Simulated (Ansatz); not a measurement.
`[OH][Sn][Cl]` and `[OH][Sn][SH]` differ in one atom or group.

Ansatz, PBE0-D4/def2-TZVP geometries, multiplicity 1. Each molecule was computed in one conformer, which needn't be the lowest.

Elements past krypton have def2 core potentials.

| property | `[OH][Sn][Cl]` |
| --- | --- |
| size of the dipole moment (PBE/def2-TZVPP) / D | 3.83 |
| ideal-gas entropy at 298 K and 1 bar (rigid rotor, harmonic PBE0-D4/def2-TZVP) / J/(mol·K) | 305 |
| HOMO–LUMO gap (PBE/def2-TZVPP) / eV | 3.32 |
| HOMO–LUMO gap (PBE0/def2-TZVPP) / eV | 5.11 |
| HOMO energy (PBE0/def2-TZVPP) / eV | -7.63 |
| LUMO energy (ωB97M-V/def2-TZVPP) / eV | -0.76 |

**Question.** Give the same properties after the change, and the shifts. (Best estimate.)

**Answer.** Computed: 
```csv
property,`[OH][Sn][SH]`,shift
size of the dipole moment (PBE/def2-TZVPP) / D,0.34,-3.49
"ideal-gas entropy at 298 K and 1 bar (rigid rotor, harmonic PBE0-D4/def2-TZVP) / J/(mol·K)",316,11
HOMO–LUMO gap (PBE/def2-TZVPP) / eV,3.42,0.10
HOMO–LUMO gap (PBE0/def2-TZVPP) / eV,5.10,-0.01
HOMO energy (PBE0/def2-TZVPP) / eV,-7.36,0.27
LUMO energy (ωB97M-V/def2-TZVPP) / eV,-0.53,0.23
```

The zero-point energy changes by 20.5 kJ/mol with +3 modes. Dipoles are sizes alone; their direction can turn.
